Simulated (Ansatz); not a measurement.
C2H4ClGeN (`[CH3][GeH]([Cl])[C]#N`), 9 atoms. Charge 0, multiplicity 1. Correlated methods include outer-core shells of Ge, which these sets cover unevenly. Scalar relativity is left out up to krypton. All runs use 4 threads of an Arm Neoverse V2 on a shared host. Correlated methods freeze the cores.

(1) Give the basis size and wall time and peak host memory of each of these runs in Ansatz. RHF-CCSD(T)/def2-TZVPP energy; RKS PBE0-D4/def2-SVP energy; RKS ωB97M-V/def2-SVP energy; RKS PBE0-D4/def2-TZVP frequencies; RKS PBE0-D4/def2-QZVPP energy; RHF-CCSD(T)/def2-SVP energy; direct RPA on PBE orbitals/def2-TZVPP energy; RKS PBE0-D4/def2-TZVPP energy; RHF-MP2/def2-QZVPP energy; RKS PBE0-D4/def2-TZVP relaxation (6 steps); RKS SPW92 (LDA)/def2-TZVPP energy; RKS ωB97M-V/def2-QZVPP energy. (Best estimate.)

Results:

(1) Ansatz gave: Other jobs shared the machine, so times are rough.

```
                                level                   job  functions  wall time  peak host memory (GiB)
           RKS SPW92 (LDA)/def2-TZVPP                energy        239      1.1 s                    0.32
                 RKS PBE0-D4/def2-SVP                energy        112      1.4 s                    0.44
               RKS PBE0-D4/def2-TZVPP                energy        239      2.9 s                    0.68
                 RKS ωB97M-V/def2-SVP                energy        112      4.7 s                    0.44
direct RPA on PBE orbitals/def2-TZVPP                energy        239      5.5 s                    0.53
                 RHF-CCSD(T)/def2-SVP                energy        112      6.5 s                    0.54
               RKS PBE0-D4/def2-QZVPP                energy        450       10 s                     1.8
                   RHF-MP2/def2-QZVPP                energy        450       20 s                     2.6
               RKS ωB97M-V/def2-QZVPP                energy        450       21 s                     2.1
                RKS PBE0-D4/def2-TZVP  relaxation (6 steps)        202       21 s                     0.6
                RKS PBE0-D4/def2-TZVP           frequencies        202    2.5 min                     0.6
               RHF-CCSD(T)/def2-TZVPP                energy        239    2.7 min                     4.6
```
